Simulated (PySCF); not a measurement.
# Worked example: oscillator strength and radiative lifetime

CH₁₀O₂Si₃, SMILES OC[Si](O)([SiH3])[SiH3].

Coordinates come from a PBE0-D3(BJ)/def2-SVP optimisation. This is a generated structure with no PubChem entry under its InChIKey; it may be hypothetical. Other conformers were not sampled.

TDA-PBE/def2-SVPD (PySCF) puts the first singlet state with f over 0.02 at 5.66 eV (vertical), with the transition dipole (0.523, 0.121, -0.406) in atomic units.

Q: Find the oscillator strength, the wavelength and the radiative lifetime that this transition would have in vacuum if emission retraced absorption.

A: 
|μ|² = 0.4530 au, so |μ| = 1.71 D. ΔE = 5.66/27.211 = 0.2080 hartree. f = (2/3) ΔE |μ|² = 0.063 (the program prints 0.063).
λ = 1239.84/5.66 = 219 nm; ν = 45651 cm⁻¹.
Einstein's coefficient A = 0.6670 ν² f s⁻¹ (ν in cm⁻¹) = 8.7e7 s⁻¹, so τ = 1/A = 11 ns. This state is S5; the lower singlets have f = 0.017, 0.000, 0.014, 0.008. The figure is the radiative limit of this one transition; relaxation, internal conversion, crossing to triplets and a medium change what is measured.
